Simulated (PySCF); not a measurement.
**Excitation energy of Br⁺ by level of theory**

Br⁺ [Ar] 3d10 4s2 4p4 (3P) → Br⁺ [Ar] 3d10 4s2 4p3 4d1 (5D), as a difference of total energies. All numbers are calculated (PySCF 2.14, scalar relativity through the core potential, in aug-cc-pVDZ-PP with ECP10MDF). Correlated levels: valence: 3s2 3p6 3d10 frozen. The calculations carry no spin-orbit coupling.

```json
{"method": "UHF", "excitation energy (eV)": "12.537"}
{"method": "LDA", "excitation energy (eV)": "13.183"}
{"method": "PBE", "excitation energy (eV)": "12.842"}
{"method": "PBE0", "excitation energy (eV)": "12.936"}
{"method": "r2SCAN", "excitation energy (eV)": "13.172"}
{"method": "TPSSh", "excitation energy (eV)": "13.036"}
{"method": "M06-2X", "excitation energy (eV)": "13.186"}
{"method": "B2PLYP", "excitation energy (eV)": "13.280"}
{"method": "PBEsol", "excitation energy (eV)": "12.878"}
{"method": "MP2 (valence)", "excitation energy (eV)": "13.076"}
{"method": "SCS-MP2 (valence)", "excitation energy (eV)": "13.094"}
```

Errors of the correlated levels include the incompleteness of this basis and the frozen core.

The promoted electron is Rydberg-like, and one or two diffuse shells describe it only roughly, which tends to raise the upper state.

Question: Which method comes closest to the reference value, and which is furthest?

Answer: The reference is 12.722 eV (measured; NIST levels, between the centres of gravity of the two terms). Closest: PBE (error 0.120 eV); furthest: B2PLYP (error 0.558 eV).
